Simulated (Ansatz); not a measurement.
Saddle point of AlH3O3F2, closed shell (AlH₃O₃F₂ ([OH][OH][Al]([OH])([F])[F]) → AlH₃O₃F₂ ([OH2][Al]1([F])([F])[O][OH]1); bonds formed: Al1–O6, O2–H5; bonds broken: H5–O6; bonds weakened to dative contacts: Al1–O2), PBE0-D4/def2-TZVP structure:

```json
{"atom": "Al1", "x (Å)": "-0.7162", "y (Å)": "-0.3155", "z (Å)": "-0.0296"}
{"atom": "O2", "x (Å)": "0.6928", "y (Å)": "-0.8971", "z (Å)": "1.0062"}
{"atom": "F3", "x (Å)": "-0.9642", "y (Å)": "-1.5499", "z (Å)": "-1.1038"}
{"atom": "F4", "x (Å)": "-2.0815", "y (Å)": "0.2688", "z (Å)": "0.6723"}
{"atom": "H5", "x (Å)": "1.0506", "y (Å)": "0.1318", "z (Å)": "0.8302"}
{"atom": "O6", "x (Å)": "0.5846", "y (Å)": "1.3332", "z (Å)": "0.3590"}
{"atom": "O7", "x (Å)": "0.2996", "y (Å)": "0.9244", "z (Å)": "-1.0308"}
{"atom": "H8", "x (Å)": "1.2552", "y (Å)": "-1.6102", "z (Å)": "0.6918"}
{"atom": "H9", "x (Å)": "-0.1207", "y (Å)": "1.7146", "z (Å)": "-1.3953"}
```

Energies are electronic, without zero-point energy. Barriers and step energies count from the start structure reached by relaxing down the imaginary mode; all methods use the PBE0-D4 structures, on which another method's saddle can fall below an end. Computed with Ansatz 0.2.0 (basis: def2-TZVPP, with def2-QZVPP for the basis limit); correlated methods freeze the cores. B3LYP uses VWN-RPA correlation. Extrapolation: Hartree–Fock as exp(−7.88 √X), correlation as X^−2.97.

```tsv
method	barrier (kcal/mol)	step energy (kcal/mol)
SPW92	12.80	4.07
PBE-D4	14.92	1.99
BLYP-D4	16.57	2.17
r2SCAN-D4	15.50	0.67
B97M-V	?	0.26
PBE0-D4	17.17	1.96
B3LYP-D4	18.17	2.16
r2SCAN0-D4	17.34	1.06
BHLYP-D4	20.59	2.09
CAM-B3LYP-D4	18.51	2.53
wB97X-V	18.05	1.44
wB97M-V	17.75	1.15
B2PLYP	17.94	1.26
PBE-QIDH	?	1.25
RPA on PBE	16.66	-0.43
HF	?	1.09
MP2	17.62	0.66
CCSD	19.13	0.53
CCSD(T)	17.59	0.32
```

(1) Fill in the withheld barriers. (To be estimated.)

The T1 diagnostic stays at or below 0.014.

## Answers

(1) By the calculation: HF 24.94; B97M-V 18.06; PBE-QIDH 17.87 kcal/mol. Each is the energy of the saddle less that of the start structure, by the same method.

For comparison, the barrier by CCSD(T) at an estimated basis limit (MP2 extrapolated from triple and quadruple zeta, plus CCSD(T) − MP2 in triple zeta) is 17.68 kcal/mol.

Labels in which every atom is bracketed show which atoms are joined, not bond orders.

For scale, one of the runs: CCSD(T)/def2-TZVPP, 239 basis functions, launched by `ansatz run in.yaml --threads 8 --pin off --events-out ev --progress --plain --max-ram 19148MiB`. Hardware: 8 CPU threads of an Intel Xeon Platinum 8259CL, shared host. Wall time 73 s; peak host memory 5.1 GiB.
